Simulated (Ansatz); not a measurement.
Species: C₂H₆N₂, SMILES `C1NCN1` (charge 0, multiplicity 1).

Give a relaxed geometry from B3LYP-D3(BJ)/def2-TZVP (Ansatz, a program for electronic structure).

the end point of this relaxation (outside a Z-matrix the atoms follow the SMILES, hydrogens last).
Bond lengths (Å): C1–N2 1.478, C1–N4 1.478, C1–H5 1.093, C1–H6 1.101, N2–C3 1.478, N2–H7 1.011, C3–N4 1.478, C3–H8 1.093, C3–H9 1.101, N4–H10 1.011. Bond angles (°): N2–C1–N4 89.3, N2–C1–H5 114.6, N2–C1–H6 114.1, N4–C1–H5 114.6, N4–C1–H6 114.1, H5–C1–H6 109.1, C1–N2–C3 88.0, C1–N2–H7 114.8, C3–N2–H7 114.8, N2–C3–N4 89.3, N2–C3–H8 114.6, N2–C3–H9 114.1, N4–C3–H8 114.6, N4–C3–H9 114.1, H8–C3–H9 109.1, C1–N4–C3 88.0, C1–N4–H10 114.8, C3–N4–H10 114.8.
